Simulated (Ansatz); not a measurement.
System: C$_{2}$H$_{9}$GeO (charge +1, singlet). It need not be the lowest isomer of its formula. 
Coordinates optimised at B3LYP-D3(BJ)/def2-TZVP (Ansatz, a program for electronic structure):
```xyz
13

C     -2.9542    -0.5397    -0.1359
C     -1.6919    -0.0845     0.5389
O     -0.5151    -0.4042    -0.3405
Ge     1.2821     0.2720    -0.0110
H     -3.7987    -0.2830     0.5062
H     -2.9710    -1.6232    -0.2724
H     -3.0947    -0.0460    -1.0968
H     -1.6390     0.9957     0.6536
H     -1.5105    -0.5746     1.4940
H     -0.5970    -1.2933    -0.7186
H      2.0053    -0.4163    -1.1597
H      1.0080     1.7622    -0.1428
H      1.5678    -0.2458     1.3939
```
Charge +1, spin multiplicity 1.

Basis-set convergence of Hartree-Fock and MP2 correlation energies (hartree) with Ansatz. Correlated levels leave the core frozen unless marked. No spin-orbit coupling. Frozen are the shells of the preceding noble gas and the d and f shells that filled before the atom's block. No relativistic terms.

```
basis    functions        E(HF)  E(corr, MP2)
-------  ---------  -----------  ------------
cc-pVDZ        114  -2230.94322      -0.57037
cc-pVTZ        259  -2231.06629      -0.70931
cc-pVQZ        503  -2231.08179      -0.75721
```

Extrapolating the two largest sets (X = 3 and 4) as X^-3: E(corr) = (64·(-0.75721) - 27·(-0.70931))/37 = -0.7922 Eh, an estimate of the basis-set limit. The largest set recovers 95.6 % of it, the smallest 72.0 %.
